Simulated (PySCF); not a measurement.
Ligand exchange on a metal centre used in film growth or etching (Hf OH-NH2). All species are isolated molecules in the gas phase. One relaxed conformer stands for each flexible species; it need not be the lowest.

The HOMO from two functionals at the same geometries (BP86-D3(BJ)/def2-SVP), both in PySCF: PBE-D3(BJ)/def2-TZVP and B3LYP-D3(BJ)/def2-TZVP. B3LYP has the VWN-RPA correlation part, as in Gaussian. 

```tsv
species	PBE-D3(BJ)/def2-TZVP (eV)	B3LYP-D3(BJ)/def2-TZVP (eV)
0 of 4 OH replaced by NH2 ([Hf(OH)4])	-6.71	-8.12
3 of 4 OH replaced by NH2 ([Hf(OH)(NH2)3])	-5.26	-6.40
4 of 4 OH replaced by NH2 ([Hf(NH2)4])	-5.27	-6.42
```

Over these rows, drawn at random from the members with no instability flagged (it was tested for open shells, ions and some series alone), PBE minus B3LYP-D3(BJ): mean +1.23 eV, from +1.14 eV to +1.42 eV.
